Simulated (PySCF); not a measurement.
Computed shifts of a molecule C4H4F2, PBE0/pcSseg-1 (PySCF), GIAO, gas phase, atoms alike by connectivity averaged where their shifts nearly agree, in ppm (number of nuclei): ¹³C: 156.4 (1), 146.6 (1), 133.6 (1), 124.2 (1). ¹⁹F: -163.7 (1), -164.6 (1). ¹H: 6.77 (1), 6.21 (1), 6.19 (1), 5.77 (1). References: ¹³C against TMS (σ = 186.3 ppm); ¹⁹F against CFCl3 (σ = 167.2 ppm); ¹H against TMS (σ = 31.56 ppm), references at their B3LYP-D3(BJ)/def2-TZVP geometries, non-relativistic. The structure is a stationary point at PBE0-D3(BJ)/def2-SVP. Other conformers were not sampled.

Q: Which structure fits?
A) FC1(F)C=CC1
B) C=C/C(F)=C/F
C) C=C(F)C(=C)F
D) C=C=CC(F)F

A: B, C=C/C(F)=C/F
